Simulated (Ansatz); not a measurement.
The cluster ZrCu₄. Total charge 0; triplet. Geometry PBE-D4/def2-SVP, that of the charge +1 doublet; atoms count from 1.

| atom | x (Å) | y (Å) | z (Å) |
| --- | --- | --- | --- |
| Zr1 | -0.4939 | 1.4222 | 0.2028 |
| Cu2 | -0.8842 | -0.6639 | 1.6322 |
| Cu3 | 1.3036 | -0.3232 | 0.6206 |
| Cu4 | -0.8853 | -0.8817 | -0.7926 |
| Cu5 | 0.9598 | 0.4466 | -1.6629 |

In the def2 sets Zr takes a core potential; there is no spin–orbit coupling. The structure comes from a short search, and lower isomers may exist.

**Question.** Estimate the Mulliken populations from the PBE0/def2-TZVP orbitals of Ansatz.

**Answer.** 
```csv
atom,charge (e),spin (α − β),d electrons
Zr1,0.08,1.95,2.61
Cu2,-0.05,0.04,9.83
Cu3,0.01,-0.01,9.80
Cu4,0.01,-0.01,9.80
Cu5,-0.05,0.04,9.83
```
Mulliken values depend strongly on the basis.

**Question.** Where does the spin sit?

**Answer.** Summed by element: Zr 1.95, Cu 0.05, of 2 unpaired in all. Largest on single atoms: Zr1 1.95, Cu5 0.04, Cu2 0.04.

**Question.** And the Mayer bond orders between heavy atoms (over 0.3)?

**Answer.** Zr1–Cu2 0.80 (2.56 Å); Zr1–Cu3 0.81 (2.54 Å); Zr1–Cu4 0.81 (2.54 Å); Zr1–Cu5 0.80 (2.56 Å); Cu2–Cu3 0.34 (2.43 Å); Cu2–Cu4 0.34 (2.43 Å); Cu3–Cu5 0.34 (2.43 Å); Cu4–Cu5 0.34 (2.43 Å).
